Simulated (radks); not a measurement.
Dipole-allowed excitations along the series with 28 electrons in [Ar] 3d10. Method: non-relativistic Kohn-Sham, LB94 model potential, spin-unpolarised, spherical densities, point nucleus; computed with a radial shooting solver on a logarithmic mesh with Libxc functionals. Time-dependent linear response with the Hartree and adiabatic LDA kernel, continuum included through the Sternheimer equations. Lines are the poles of the dipole polarisability below minus the highest occupied eigenvalue, found on a grid refined at the orbital gaps; the lowest seven at most are given, and weak or close lines can be missed. The first line takes the name of the lowest orbital gap if no other gap lies below it; otherwise a line is named after a gap within 0.6 % of it, if that gap stands alone.

species,-e(HOMO) (eV),lowest orbital gap (eV),first line (eV),f,strongest line (eV),its f,static alpha (bohr^3)
Sn22+,1125.6,3d-4p 496.43,499.53 (3d-4p),0.419,662.29 (unassigned),3.93,0.01907
Sb23+,1212.4,3d-4p 534.66,537.87 (3d-4p),0.412,708.05 (unassigned),4.32,0.01692
Te24+,1302.4,3d-4p 574.22,577.56 (3d-4p),0.406,755.18 (unassigned),4.58,0.01508
I25+,1395.3,3d-4p 615.13,618.58 (3d-4p),0.400,803.67 (unassigned),4.79,0.01348
